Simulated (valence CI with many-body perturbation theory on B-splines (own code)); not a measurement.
## A CI+MBPT run for Pt7+

Calculated by configuration interaction combined with many-body perturbation theory (CI+MBPT): three valence electrons over a frozen Dirac-Fock core [Xe] 4f14, radial functions for each j: 6 s, 6 p, 5 d, 5 f, 1 g, with the one-electron correlation potential Σ1 (screened to all orders), the two-electron term Σ2, the three-electron term Σ3, Breit, model QED; selected single and double excitations, second order for the rest, scaled by the run's own slope (own B-spline code, finite nucleus).

Command, and the settings that its task file holds:

```sh
python run_cv.py task.json out
```

```
atom Pt  Z=78  mass_number=195  rms_radius_fm=5.4270
core [Xe] 4f14
valence 5d3
avg = 1
basis = S
breit = 1
cap = 10000
capref = 1200
cscale = 1
de = 0.0
dress = 0
eps = 2e-08
extrap = 1
h = 0.27
hh = 1
l2 = 3
lcore = 6
maxit = 60
n2 = 5
natural = 1
nlev = 21
nno = [3, 3, 3, 3, 1]
nroot = 26
nsp = [3, 3, 2, 2, 0]
pt2 = 1
qed = 1
rpa = 1
s1 = 1.1
s2 = 1
s3 = 1
screen = 1
tol = 2e-05
whole = 1
```

It took 60 s on 1 thread of Arm Neoverse V1 (shared host).

Log. The first blocks belong to the next ion, which gives the ionisation energy. Fields: 2J, parity (1 odd), roots, reference size, generating configurations, candidates as configurations/state functions, variational space P, stored matrix elements, Davidson steps; e2 is the range of second-order energies in hartree. The first line gives the box (bohr), its intervals, the orbitals and the steps of their self-consistent field. Window is the range of levels sought, series limit the energy at which the first omitted orbital would enter, core excitation an estimate of the first excitation out of the core, left out the lowest levels not solved, and shifts from estimates the range by which levels moved from their first estimate, all in cm⁻¹.

```
rmax 13.1 intervals 62 orbitals 40 references ['5d3', '5d2 6s', '5d2 6p', '5d 6s2'] scf 7 t 1.7
2J=4 par=0 roots 2 ref 42 generators 4 cand 293/293 P 301/301 nnz 0 it 0
2J=4 par=0 roots 2 ref 42 generators 12 cand 34/34 P 319/319 nnz 0 it 0
   second order: generators 25 cand 16/16 e2 -0.00000 -0.00000
2J=6 par=0 roots 2 ref 32 generators 6 cand 250/250 P 250/250 nnz 0 it 0
2J=6 par=0 roots 2 ref 32 generators 14 cand 32/32 P 272/272 nnz 0 it 0
   second order: generators 22 cand 10/10 e2 -0.00000 -0.00000
reference levels 462, estimated 37, window 193011 1/cm; series limit 600824, core excitation 402823
2J=3 par=0 roots 7 ref 36 generators 7 cand 169/289 P 1012/2265 nnz 0 it 3
2J=3 par=0 roots 7 ref 36 generators 32 cand 2898/6552 P 1404/3254 nnz 1.7e+06 it 7
   second order: generators 93 cand 3243/7069 e2 -0.00002 -0.00000
2J=5 par=0 roots 8 ref 38 generators 7 cand 512/1315 P 1096/2814 nnz 1.7e+06 it 5
2J=5 par=0 roots 8 ref 38 generators 29 cand 2658/6920 P 1487/3978 nnz 2.5e+06 it 7
   second order: generators 90 cand 3472/8608 e2 -0.00002 -0.00000
2J=7 par=0 roots 5 ref 27 generators 4 cand 182/304 P 927/2389 nnz 0 it 3
2J=7 par=0 roots 5 ref 27 generators 19 cand 2245/6018 P 1216/3312 nnz 1.9e+06 it 8
   second order: generators 58 cand 3130/8003 e2 -0.00002 -0.00000
2J=9 par=0 roots 5 ref 18 generators 5 cand 89/163 P 828/1869 nnz 0 it 3
2J=9 par=0 roots 5 ref 18 generators 22 cand 2215/5846 P 1098/2607 nnz 1.3e+06 it 6
   second order: generators 57 cand 2679/6614 e2 -0.00002 -0.00001
2J=1 par=0 roots 4 ref 21 generators 5 cand 135/163 P 863/1328 nnz 0 it 3
2J=1 par=0 roots 4 ref 21 generators 24 cand 2060/3155 P 1403/2153 nnz 0 it 8
   second order: generators 78 cand 2608/3932 e2 -0.00001 -0.00000
2J=11 par=0 roots 1 ref 6 generators 1 cand 174/319 P 384/848 nnz 0 it 0
2J=11 par=0 roots 1 ref 6 generators 4 cand 1290/3162 P 526/1257 nnz 0 it 0
   second order: generators 16 cand 2031/4484 e2 -0.00001 -0.00001
left out: unestimated 280604, estimated 210434, shifts from estimates -31 to 1
operators 6.9
```

The Davidson iterations converged.

No measured levels were compared; by estimate terms of the open shell hold to 2 to 4 % of their energy, and close levels can change places; different configurations can be misplaced against each other by 1,000 to 8,000 cm⁻¹. Only levels of the ground parity were solved; by the run's estimate the other parity begins above the list, which can be wrong where configurations are misplaced.

```
Valence energy                            : -14.08338 hartree
Ionisation energy                         : 109.75 eV (NIST: 109 ± 2.1 eV (theoretical))
Reference configurations for the orbitals : 5d3, 5d2 6s, 5d2 6p, 5d 6s2
Radial orbitals                           : 40
Box radius                                : 13.13 bohr
Largest variational space                 : 3978
Lowest levels                             : 5d3 4F_3/2 0.0000, 5d3 4F_5/2 1.244, 5d3 4F_7/2 2.114, 5d3 4P_3/2 2.411, 5d3 4F_9/2 2.570, 5d3 4P_1/2 2.815, 5d3 2G_7/2 3.976, 5d3 2H_9/2 4.161, 5d3 4P_5/2 4.233, 5d3 2D_3/2 [a] 4.836, 5d3 2P_1/2 5.064, 5d3 2H_11/2 5.412, 5d3 2D_5/2 [a] 5.900, 5d3 2F_5/2 6.449 eV
```

Names give the largest LS component (configuration and term), which can be under half, so a name can repeat, a term be missing and a line seem to break the LS rules; names also repeat where a configuration has a term twice. Letters in brackets count levels of one name in rising energy.
